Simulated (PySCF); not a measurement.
Geometry:
| atom | x (Å) | y (Å) | z (Å) |
| --- | --- | --- | --- |
| N1 | -2.668 | 2.335 | 1.134 |
| C2 | -1.665 | 1.564 | 1.093 |
| C3 | -0.903 | 1.089 | -0.112 |
| C4 | -0.833 | -0.454 | -0.182 |
| C5 | 0.582 | -0.786 | 0.281 |
| N6 | 1.356 | 0.321 | -0.238 |
| Si7 | 3.061 | 0.286 | -0.548 |
| C8 | 0.585 | 1.531 | -0.051 |
| H9 | -2.922 | 2.626 | 0.181 |
| H10 | -1.285 | 1.180 | 2.060 |
| H11 | -1.392 | 1.496 | -1.011 |
| H12 | -0.965 | -0.780 | -1.224 |
| H13 | -1.613 | -0.941 | 0.423 |
| H14 | 0.621 | -0.850 | 1.390 |
| H15 | 0.949 | -1.747 | -0.112 |
| H16 | 3.936 | 0.495 | 0.656 |
| H17 | 3.392 | -1.053 | -1.122 |
| H18 | 3.369 | 1.379 | -1.520 |
| H19 | 0.824 | 2.277 | -0.826 |
| H20 | 0.782 | 2.015 | 0.929 |

Geometry: PBE0-D3(BJ)/def2-SVP; GIAO shifts from PySCF 2.14, gas phase, non-relativistic, averaged over equivalent atoms.

At PBE0/pcSseg-1 (203 basis functions, 66 s wall time on 1 thread of an Arm Neoverse N1, shared host):
| atoms | δ (ppm) |
| --- | --- |
| N1 | 352.0 |
| N6 | 36.6 |
| C2 | 180.7 |
| C3 | 54.1 |
| C8 | 52.9 |
| C5 | 51.8 |
| C4 | 33.7 |
| Si7 | -54.4 |
| H9 | 9.47 |
| H10 | 7.44 |
| H16/H17/H18 | 4.63 |
| H19 | 3.28 |
| H15 | 2.98 |
| H14 | 2.75 |
| H20 | 2.60 |
| H11 | 2.15 |
| H12 | 1.86 |
| H13 | 1.52 |

Referencing at the same level of theory: ¹⁵N (265.67 ppm) against NH3; TMS for ¹³C (184.41 ppm) and ²⁹Si (351.99 ppm) and ¹H (31.27 ppm).

**Question.** Predict the values at HF/pcSseg-1 on the same geometry.

**Answer.** 
```tsv
atoms	δ at HF/pcSseg-1	change
N1	346.5	-5.5
N6	15.5	-21.1
C2	181.2	+0.5
C3	45.3	-8.8
C8	46.0	-6.9
C5	44.7	-7.1
C4	30.3	-3.4
Si7	-51.4	+3.0
H9	9.18	-0.29
H10	7.28	-0.16
H16/H17/H18	4.18	-0.45
H19	3.04	-0.24
H15	2.78	-0.20
H14	2.37	-0.38
H20	2.17	-0.43
H11	2.00	-0.15
H12	1.71	-0.15
H13	1.26	-0.26
```

δ = σ(ref) − σ, references computed at the same level: NH3 for ¹⁵N (265.72 ppm); ¹³C (190.85 ppm), ²⁹Si (393.43 ppm), ¹H (31.69 ppm) vs TMS.

The largest change is at N6 (nitrogen bonded to 2 C, Si, in a 5-membered ring). Cost: 203 basis functions, 34 s wall time on 1 thread of an Arm Neoverse N1, shared host. The order of the carbon signals changes between the two levels.

Experimental scales use liquid or dissolved standards, which lie at an offset from isolated NH3 (liquid NH3: subtract about 20 ppm). Unscaled 15N shifts of sp2 nitrogen come out 20 to 40 ppm too high even then.
